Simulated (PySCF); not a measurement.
Telling isomers of C6H10OSi apart by NMR

Theoretical values (PySCF 2.14.0 with density-fitted response routines): shieldings: GIAO PBE0/pcSseg-1, geometry: GFN2-xTB. Averaged over atoms made equivalent by symmetry, fast rotation or ring inversion, gas phase, one computed conformer, relativity neglected.

δ = σ(ref) − σ, references computed at the same level: 1H and 13C vs TMS. Where no couplings were computed, multiplicities follow the n + 1 count of equivalent neighbours, and m marks all less simple cases (inequivalent or close neighbours, rings, F or P nearby). Shifts are as computed. Against solution values, carbons near 30 ppm lie about +3 ppm off and those near 130 ppm about +5 ppm. Of 1211 compounds with measured shifts, 218 miss one by over three times the rms of a fit or turn the order of signals round; such compounds aren't used in these exercises.

(1) Tabulate the signals of `C1=CC1OC1C[SiH2]C1`, `CCc1ccoc1[SiH3]`, `C=C/C=C/C=C\O[SiH3]`, `C=C(C)[C@H]1C[SiH2]C1=O` and their relative energies.

(2) What is the quickest way to tell CCc1ccoc1[SiH3] from C=C/C=C/C=C\O[SiH3]?

(3) What is the quickest way to tell C1=CC1OC1C[SiH2]C1 from C=C(C)[C@H]1C[SiH2]C1=O?

(4) What is the quickest way to tell C=C/C=C/C=C\O[SiH3] from C=C(C)[C@H]1C[SiH2]C1=O?

Answers

(1) 
| SMILES | carbon types | δC | δH | E rel. (kcal/mol) |
| --- | --- | --- | --- | --- |
| C1=CC1OC1C[SiH2]C1 | 4×CH 2×CH2 | 130.5, 73.3, 49.2, 20.7 | 7.92 (m, 2H), 4.56 (m, 1H), 4.39 (m, 1H), 4.04 (m, 1H), 4.01 (m, 1H), 1.83 (m, 2H), 1.74 (m, 2H) | 64.9 |
| CCc1ccoc1[SiH3] | 2×C 2×CH 1×CH2 1×CH3 | 153.2, 149.3, 148.0, 118.4, 24.3, 21.1 | 7.72 (m, 1H), 6.60 (m, 1H), 4.48 (s, 3H), 2.69 (q, 2H), 1.21 (t, 3H) | 0.0 |
| C=C/C=C/C=C\O[SiH3] | 5×CH 1×CH2 | 149.4, 145.9, 137.9, 132.2, 123.0, 116.7 | 6.70 (m, 1H), 6.62 (m, 1H), 6.34 (m, 1H), 6.30 (d, 1H), 5.51 (m, 1H), 5.46 (m, 1H), 5.37 (m, 1H), 5.32 (s, 3H) | 12.8 |
| C=C(C)[C@H]1C[SiH2]C1=O | 2×C 1×CH 2×CH2 1×CH3 | 236.3, 151.4, 115.7, 76.7, 27.6, 9.0 | 5.44 (br s, 1H), 5.43 (m, 1H), 5.19 (m, 1H), 4.95 (br s, 1H), 3.68 (m, 1H), 1.98 (s, 3H), 1.78 (m, 1H), 1.22 (m, 1H) | 18.7 |

Energies are electronic energies at PBE0/pcSseg-1 on these geometries, without zero-point or thermal terms, each for the one conformer computed, which needn't be the lowest.

(2) Both give the same number of carbon signals, but DEPT or the intensities differ. The first has a substituted aromatic carbon (C) at 149.3 ppm, the second a terminal =CH2 carbon at 123.0 ppm. Their most deshielded carbons lie at 153.2 and 149.4 ppm. In the proton spectra the most deshielded non-exchanging signals are 7.72 (m, 1H) and 6.70 (m, 1H).

(3) Count the carbon signals: 4 against 6. The first has an alkene CH at 130.5 ppm, the second a carbonyl carbon (C) at 236.3 ppm. In the proton spectra the most deshielded non-exchanging signals are 7.92 (m, 2H) and 5.44 (br s, 1H).

(4) Both give the same number of carbon signals, but DEPT or the intensities differ. The first has an alkene carbon bearing oxygen (CH) at 149.4 ppm, the second a carbonyl carbon (C) at 236.3 ppm. In the proton spectra the most deshielded non-exchanging signals are 6.70 (m, 1H) and 5.44 (br s, 1H).
